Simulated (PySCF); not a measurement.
# Computed spin Hamiltonian

Species: tetrakis(dimethylamino)ethene radical cation, C10H24N4 (charge +1 and doublet state).
Geometry (PBE0-D3(BJ)/def2-SVP, Å), atoms numbered from 1 in this order:
```xyz
38
C10H24N4 angstrom
C     -2.1879    1.4067   -1.5938
N     -0.9672    1.3255   -0.8212
C     -0.0590    2.4424   -0.9491
C     -0.6719    0.2363   -0.0560
C      0.6695   -0.2324    0.0564
N      1.5145   -0.1856   -1.0125
C      1.0488   -0.3824   -2.3665
C      2.9212    0.1176   -0.8610
N      1.1347   -0.7358    1.2351
C      0.7048   -0.2162    2.5132
C      2.0529   -1.8532    1.2784
N     -1.6877   -0.3976    0.5957
C     -1.6933   -1.8290    0.7952
C     -2.7918    0.3312    1.1821
H     -2.6966    0.4353   -1.5954
H     -1.9464    1.6742   -2.6359
H     -2.8814    2.1698   -1.2025
H     -0.6020    3.3849   -0.7708
H      0.7452    2.3676   -0.2072
H      0.3864    2.4994   -1.9570
H      1.0787    0.5513   -2.9537
H      1.6915   -1.1183   -2.8768
H      0.0230   -0.7704   -2.3649
H      3.1236    0.4631    0.1598
H      3.5631   -0.7537   -1.0742
H      3.2015    0.9215   -1.5615
H      0.1507    0.7205    2.3776
H      0.0686   -0.9341    3.0585
H      1.5844   -0.0049    3.1431
H      3.0570   -1.5577    1.6263
H      2.1432   -2.3044    0.2831
H      1.6680   -2.6184    1.9726
H     -0.9327   -2.3053    0.1646
H     -1.5090   -2.1021    1.8483
H     -2.6767   -2.2377    0.5117
H     -2.5846    1.4078    1.1625
H     -3.7432    0.1436    0.6567
H     -2.9206    0.0220    2.2326
```

The hyperfine couplings belong to this conformer and change with its torsions.

Identity: tetrakis(dimethylamino)ethene radical cation, `CN(C)C(=C(N(C)C)N(C)C)N(C)C` [SMILES of the parent framework; charge +1 and doublet state].

Method used: UKS B3LYP, IGLO-III on C N, pcH-1 on H, non-relativistic, mean-field spin-orbit, GIAO (PySCF). One conformer (not necessarily the lowest) at the PBE0-D3(BJ)/def2-SVP geometry, without solvent, vibrations or thermal averaging. The frame is twisted about the C4–C5 bond at this geometry (dihedral N2–C4–C5–N6 = -37°); couplings at other torsion angles weren't computed. Stability of the SCF solution: not tested. No frequencies were computed at this geometry's level, so the symmetric structure isn't shown to be a minimum.

* g1, g2, g3: 2.00293, 2.00303, 2.00358
* g_iso: 2.00318
* Form of g: rhombic: the two nearest values differ by 16 % of g3 − g1
* ⟨S²⟩: 0.7525 (exact 0.7500)
* α and β electrons: 56, 55
* HOMO–LUMO gap, α and β orbitals: 4.66, 3.89 eV
* Total energy: -614.49019 Eh
* Basis functions: 730

Isotropic coupling and dipolar principal values T1 to T3, in G (MHz turned into gauss with g_iso; 10 G = 1 mT):

```json
{"atom": "C1", "isotope": "13C", "a_iso": "-0.5", "T1": "-0.5", "T2": "-0.4", "T3": "0.9", "Mulliken spin population": "0.00"}
{"atom": "N2", "isotope": "14N", "a_iso": "3.9", "T1": "-2.8", "T2": "-2.7", "T3": "5.5", "Mulliken spin population": "0.13"}
{"atom": "C3", "isotope": "13C", "a_iso": "-0.1", "T1": "-0.4", "T2": "0.0", "T3": "0.5", "Mulliken spin population": "-0.01"}
{"atom": "C4", "isotope": "13C", "a_iso": "-1.6", "T1": "-7.0", "T2": "-6.6", "T3": "13.6", "Mulliken spin population": "0.22"}
{"atom": "C5", "isotope": "13C", "a_iso": "-1.7", "T1": "-7.0", "T2": "-6.6", "T3": "13.6", "Mulliken spin population": "0.21"}
{"atom": "N6", "isotope": "14N", "a_iso": "3.9", "T1": "-2.8", "T2": "-2.7", "T3": "5.5", "Mulliken spin population": "0.13"}
{"atom": "C7", "isotope": "13C", "a_iso": "-0.2", "T1": "-0.4", "T2": "0.0", "T3": "0.5", "Mulliken spin population": "-0.01"}
{"atom": "C8", "isotope": "13C", "a_iso": "-0.4", "T1": "-0.5", "T2": "-0.4", "T3": "0.9", "Mulliken spin population": "0.00"}
{"atom": "N9", "isotope": "14N", "a_iso": "3.8", "T1": "-2.8", "T2": "-2.7", "T3": "5.4", "Mulliken spin population": "0.13"}
{"atom": "C10", "isotope": "13C", "a_iso": "0.0", "T1": "-0.4", "T2": "0.0", "T3": "0.5", "Mulliken spin population": "-0.01"}
{"atom": "C11", "isotope": "13C", "a_iso": "-0.4", "T1": "-0.5", "T2": "-0.4", "T3": "0.9", "Mulliken spin population": "0.00"}
{"atom": "N12", "isotope": "14N", "a_iso": "3.9", "T1": "-2.7", "T2": "-2.7", "T3": "5.4", "Mulliken spin population": "0.13"}
{"atom": "C13", "isotope": "13C", "a_iso": "-0.1", "T1": "-0.4", "T2": "0.0", "T3": "0.5", "Mulliken spin population": "-0.01"}
{"atom": "C14", "isotope": "13C", "a_iso": "-0.4", "T1": "-0.5", "T2": "-0.4", "T3": "0.9", "Mulliken spin population": "0.00"}
{"atom": "H15", "isotope": "1H", "a_iso": "-0.1", "T1": "-1.0", "T2": "-0.3", "T3": "1.3", "Mulliken spin population": "0.00"}
{"atom": "H16", "isotope": "1H", "a_iso": "7.5", "T1": "-0.8", "T2": "-0.3", "T3": "1.0", "Mulliken spin population": "0.01"}
{"atom": "H17", "isotope": "1H", "a_iso": "4.2", "T1": "-0.8", "T2": "-0.6", "T3": "1.3", "Mulliken spin population": "0.00"}
{"atom": "H18", "isotope": "1H", "a_iso": "6.3", "T1": "-0.6", "T2": "-0.6", "T3": "1.2", "Mulliken spin population": "0.01"}
{"atom": "H19", "isotope": "1H", "a_iso": "-0.1", "T1": "-1.1", "T2": "-0.6", "T3": "1.7", "Mulliken spin population": "0.00"}
{"atom": "H20", "isotope": "1H", "a_iso": "4.1", "T1": "-0.8", "T2": "-0.4", "T3": "1.2", "Mulliken spin population": "0.00"}
{"atom": "H21", "isotope": "1H", "a_iso": "4.1", "T1": "-0.8", "T2": "-0.4", "T3": "1.2", "Mulliken spin population": "0.00"}
{"atom": "H22", "isotope": "1H", "a_iso": "6.2", "T1": "-0.6", "T2": "-0.6", "T3": "1.2", "Mulliken spin population": "0.01"}
{"atom": "H23", "isotope": "1H", "a_iso": "-0.1", "T1": "-1.1", "T2": "-0.6", "T3": "1.7", "Mulliken spin population": "0.00"}
{"atom": "H24", "isotope": "1H", "a_iso": "-0.1", "T1": "-1.0", "T2": "-0.3", "T3": "1.3", "Mulliken spin population": "0.00"}
{"atom": "H25", "isotope": "1H", "a_iso": "4.3", "T1": "-0.8", "T2": "-0.6", "T3": "1.3", "Mulliken spin population": "0.00"}
{"atom": "H26", "isotope": "1H", "a_iso": "7.5", "T1": "-0.8", "T2": "-0.3", "T3": "1.0", "Mulliken spin population": "0.01"}
{"atom": "H27", "isotope": "1H", "a_iso": "-0.2", "T1": "-1.1", "T2": "-0.6", "T3": "1.7", "Mulliken spin population": "0.00"}
{"atom": "H28", "isotope": "1H", "a_iso": "4.0", "T1": "-0.8", "T2": "-0.4", "T3": "1.2", "Mulliken spin population": "0.00"}
{"atom": "H29", "isotope": "1H", "a_iso": "6.4", "T1": "-0.6", "T2": "-0.6", "T3": "1.2", "Mulliken spin population": "0.01"}
{"atom": "H30", "isotope": "1H", "a_iso": "4.2", "T1": "-0.8", "T2": "-0.6", "T3": "1.3", "Mulliken spin population": "0.00"}
{"atom": "H31", "isotope": "1H", "a_iso": "-0.1", "T1": "-1.0", "T2": "-0.3", "T3": "1.3", "Mulliken spin population": "0.00"}
{"atom": "H32", "isotope": "1H", "a_iso": "7.4", "T1": "-0.8", "T2": "-0.3", "T3": "1.0", "Mulliken spin population": "0.01"}
{"atom": "H33", "isotope": "1H", "a_iso": "-0.1", "T1": "-1.1", "T2": "-0.6", "T3": "1.7", "Mulliken spin population": "0.00"}
{"atom": "H34", "isotope": "1H", "a_iso": "4.1", "T1": "-0.8", "T2": "-0.4", "T3": "1.2", "Mulliken spin population": "0.00"}
{"atom": "H35", "isotope": "1H", "a_iso": "6.1", "T1": "-0.6", "T2": "-0.6", "T3": "1.2", "Mulliken spin population": "0.01"}
{"atom": "H36", "isotope": "1H", "a_iso": "-0.1", "T1": "-1.0", "T2": "-0.3", "T3": "1.3", "Mulliken spin population": "0.00"}
```

The Mulliken spin populations are largest on C4 (+0.22), C5 (+0.21), N2 (+0.13) and N6 (+0.13).

Axes: g3 points within 1° of the C4–C5 bond.

Under fast tumbling the dipolar parts average out, and these isotropic splittings remain (the largest six): 3 × 14N (N2/N6/N12, I = 1, 7 lines) with 0.39 mT, 9 × 1H (H15 (×9), I = 1/2, 10 lines) with 0.38 mT, 3 × 1H (H30/H31/H32, I = 1/2, 4 lines) with 0.38 mT, 1 × 14N (N9, I = 1, 3 lines) with 0.38 mT, 3 × 1H (H27/H28/H29, I = 1/2, 4 lines) with 0.34 mT and 6 × 1H (H18 (×6), I = 1/2, 7 lines) with 0.34 mT.

Nuclei that the bonding pattern makes equivalent are averaged, as if the motion that swaps them (rotation, inversion, ring flip) were fast. C1 and C3, with what hangs on them, aren't averaged: N2 is flat or nearly so (angle sum 360°), and its turn about the short N2–C4 bond (1.36 Å) is taken as slow. N6 and N9, with what hangs on them, aren't averaged: C5 is flat or nearly so (angle sum 360°), and its turn about the short C5–C4 bond (1.43 Å) is taken as slow. The nine 1H nuclei of mean +10.8 MHz run from -0.4 to 21.0 MHz in the frozen geometry. The three 1H nuclei of mean +10.8 MHz run from -0.3 to 20.8 MHz in the frozen geometry.

On an Intel Xeon Platinum 8559C with one thread, shared host with 192 logical CPUs at a one-minute load of 76, this took 16 min (grids of density and orbitals included) and 2.2 GiB of memory at its peak.
